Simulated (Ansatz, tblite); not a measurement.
Cost and result up the ladder for GeHBr3 (5 atoms). The state is a singlet with charge 0. Geometry: r2SCAN-D4/def2-SVP.

```xyz
5

Ge   -0.157    0.004   -0.023
H    -1.669    0.048   -0.243
Br    0.308    0.270    2.208
Br    0.848    1.692   -1.210
Br    0.671   -2.015   -0.732
```

Ansatz on 4 threads of Intel Xeon on a shared host; xTB runs through tblite on one thread. Times are rough, summed over both states, and most runs start from the orbitals of an earlier one. PBE0-D4/def2-TZVP serves as the yardstick here, not as an exact answer. The other state is a doublet.

The xTB rows come from tblite.

Raw xTB energies of ions are shifted by several eV.

```tsv
level	functions	vertical IE (eV)	difference from PBE0-D4/def2-TZVP (eV)
PBE-D4/def2-TZVP	198	9.97	-0.53
GFN1-xTB	38	15.14	4.64
PBE0-D4/def2-TZVP	198	10.49	0.00
GFN2-xTB	37	15.20	4.71
r2SCAN-D4/def2-TZVP	198	10.27	-0.23
```

Task: Estimate how long each takes.

Result: GFN1-xTB 0.039 s; GFN2-xTB 0.046 s; PBE-D4/def2-TZVP 18 s; r2SCAN-D4/def2-TZVP 35 s; PBE0-D4/def2-TZVP 40 s. On shared hardware such times vary by a factor of up to 3.
